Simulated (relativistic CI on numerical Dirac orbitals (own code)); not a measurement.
**Calculated levels, Xe XLIV**

Calculated at this level of theory: Dirac-Coulomb-Breit CI, KLI orbitals optimised for each configuration, model QED, unscaled Slater integrals (own radial code, finite nucleus).

CI space (outside the closed core [Ne]): 3s, 3p, 3d, 4s, 4p, 4d, 4f, 5s, 5p, 5d, 5f, 5g, 6s, 6p, 6d. Levels of other configurations are missing.

The lowest level is 3s ²S1/2, with 100 % of that term; Hund's rules for 3s give ²S with J = 1/2, in agreement.

| No. | Configuration | Term | J | E (Ry) | % | Landé g | Lifetime (s) | jj configuration (%) |
| --- | --- | --- | --- | --- | --- | --- | --- | --- |
| 1 | 3s | ²S | 1/2 | 0.000 | 100 | 1.993 |  | 3s (100) |
| 2 | 3p | ²P° | 1/2 | 7.364 | 100 | 0.657 | 4.17e-11 | 3p1/2 (100) |
| 3 | 3p | ²P° | 3/2 | 13.689 | 100 | 1.327 | 6.23e-12 | 3p3/2 (100) |
| 4 | 3d | ²D | 3/2 | 23.004 | 100 | 0.793 | 5.67e-12 | 3d3/2 (100) |
| 5 | 3d | ²D | 5/2 | 24.417 | 100 | 1.194 | 1.51e-11 | 3d5/2 (100) |
| 6 | 4s | ²S | 1/2 | 111.685 | 100 | 1.997 | 7.64e-14 | 4s (100) |
| 7 | 4p | ²P° | 1/2 | 114.728 | 100 | 0.661 | 6.37e-14 | 4p1/2 (100) |
| 8 | 4p | ²P° | 3/2 | 117.301 | 100 | 1.330 | 8.06e-14 | 4p3/2 (100) |
| 9 | 4d | ²D | 3/2 | 120.825 | 100 | 0.796 | 3.85e-14 | 4d3/2 (100) |
| 10 | 4d | ²D | 5/2 | 121.439 | 100 | 1.197 | 3.78e-14 | 4d5/2 (100) |
| 11 | 4f | ²F° | 5/2 | 123.302 | 100 | 0.853 | 1.81e-14 | 4f5/2 (100) |
| 12 | 4f | ²F° | 7/2 | 123.563 | 100 | 1.140 | 1.83e-14 | 4f7/2 (100) |
| 13 | 5s | ²S | 1/2 | 161.293 | 100 | 1.999 | 9.43e-14 | 5s (100) |
| 14 | 5p | ²P° | 1/2 | 162.824 | 100 | 0.663 | 7.89e-14 | 5p1/2 (100) |
| 15 | 5p | ²P° | 3/2 | 164.116 | 100 | 1.332 | 9.68e-14 | 5p3/2 (100) |
| 16 | 5d | ²D | 3/2 | 165.839 | 100 | 0.797 | 5.18e-14 | 5d3/2 (100) |
| 17 | 5d | ²D | 5/2 | 166.156 | 100 | 1.198 | 5.15e-14 | 5d5/2 (100) |
| 18 | 5f | ²F° | 5/2 | 167.077 | 100 | 0.855 | 3.39e-14 | 5f5/2 (100) |
| 19 | 5f | ²F° | 7/2 | 167.211 | 100 | 1.141 | 3.44e-14 | 5f7/2 (100) |
| 20 | 5g | ²G | 7/2 | 167.334 | 100 | 0.887 | 6.17e-14 | 5g7/2 (100) |
| 21 | 5g | ²G | 9/2 | 167.414 | 100 | 1.109 | 6.21e-14 | 5g9/2 (100) |
| 22 | 6s | ²S | 1/2 | 187.591 | 100 | 2.000 | 1.30e-13 | 6s (100) |
| 23 | 6p | ²P° | 1/2 | 188.466 | 100 | 0.664 | 1.10e-13 | 6p1/2 (100) |
| 24 | 6p | ²P° | 3/2 | 189.204 | 100 | 1.332 | 1.32e-13 | 6p3/2 (100) |
| 25 | 6d | ²D | 3/2 | 190.176 | 100 | 0.798 | 7.55e-14 | 6d3/2 (100) |
| 26 | 6d | ²D | 5/2 | 190.360 | 100 | 1.199 | 7.59e-14 | 6d5/2 (100) |

Energies count from the lowest computed level; ° marks odd parity; lifetimes are radiative, by E1, M1, E2, M2 decay to levels of this space only. Filled j subshells are mostly left out of the jj labels.

The mean weight of the leading LS term, summed over parents, in these 26 levels is 100 %, and that of the leading jj configuration (from the same eigenvectors) 100 %.

At this charge energies of transitions that change n are usually good to better than 1 %, and those within a shell (Δn = 0) to a few per cent.
